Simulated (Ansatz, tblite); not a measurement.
Cost and result up the ladder for the cluster SiTe2⁺ (the lowest doublet isomer of a short search) (3 atoms). Total charge 1; doublet. Geometry: B3LYP-D4/def2-TZVP.

Cartesian coordinates in Å:
```
Si 0.958 -1.105 -0.009
Te -0.111 0.862 1.264
Te -0.847 0.244 -1.255
```

Ansatz on 4 threads of AMD EPYC 9R45 on a shared host; xTB runs through tblite on one thread. Times are rough, summed over both states, and most runs start from the orbitals of an earlier one. ωB97M-V/def2-TZVP serves as the yardstick here, not as an exact answer. Differences are given only for rows in sets of like size (and for xTB, whose basis is part of the method), since another set adds its own error. The other state is a quartet at its own geometry, which has other bonds, so the gap mixes isomer and spin.

In the def2 sets Te takes a core potential, while STO-3G treats all electrons; there is no spin–orbit coupling. The xTB rows come from tblite. LC-ωPBE has ω = 0.4 bohr⁻¹. Correlated methods freeze 13 core orbitals; core or outer-core shells of Te are correlated, in sets that lack core-valence functions. In CCSD on the charge 1 quartet the largest single amplitude is 0.15, so its Hartree–Fock determinant may place the open shell otherwise than the density functionals do. The structure comes from a short search, and lower isomers may exist.

Run but left out: HF/def2-TZVP, HF/def2-TZVPP, PBE-QIDH/def2-TZVP, MP2/def2-TZVP, MP2/def2-TZVPP (quartet: ⟨S²⟩ 3.98 to 4.13, where a pure state has 3.75).

Correlated methods converge slowly with the basis.

xTB has no spin-polarisation term.

```
                         level  functions  quartet − doublet (eV)  difference from ωB97M-V/def2-TZVP (eV)                                                                           remarks
          r2SCANh-D4/def2-TZVP        137                    1.19                                   -0.32                                                                                 –
                      GFN2-xTB         27                    2.15                                    0.63                                                                                 –
           r2SCAN-D4/def2-TZVP        137                    1.18                                   -0.34                                                                                 –
        CAM-B3LYP-D4/def2-TZVP        137                    1.37                                   -0.15                                                                                 –
             PBE0-D4/def2-TZVP        137                    1.35                                   -0.17                                                                                 –
                     HF/STO-3G         63                    0.94                                       –                                           spin-contaminated (⟨S²⟩ 4.00) (quartet)
                      GFN1-xTB         27                    1.97                                    0.45                                                                                 –
             ωB97M-V/def2-TZVP        137                    1.52                                    0.00                                                                                 –
             LC-ωPBE/def2-TZVP        137                    1.37                                   -0.15                                           spin-contaminated (⟨S²⟩ 3.96) (quartet)
            CCSD(T)/def2-TZVPP        142                    1.39                                   -0.12  spin-contaminated (⟨S²⟩ 0.85) (doublet), spin-contaminated (⟨S²⟩ 4.13) (quartet)
PBE-D4/def2-TZVP (with forces)        137                    1.32                                   -0.20                                                                                 –
             RPA@PBE/def2-TZVP        137                    1.32                                   -0.20                                                                                 –
```

(1) Estimate how long each takes.

## Answers

(1) GFN1-xTB 0.004 s; GFN2-xTB 0.006 s; HF/STO-3G 0.85 s; PBE-D4/def2-TZVP (with forces) 1.5 s; PBE0-D4/def2-TZVP 2 s; CAM-B3LYP-D4/def2-TZVP 2.6 s; r2SCAN-D4/def2-TZVP 2.9 s; RPA@PBE/def2-TZVP 3 s; r2SCANh-D4/def2-TZVP 3.5 s; LC-ωPBE/def2-TZVP 3.5 s; ωB97M-V/def2-TZVP 9.9 s; CCSD(T)/def2-TZVPP 23 s. On shared hardware such times vary by a factor of up to 3.
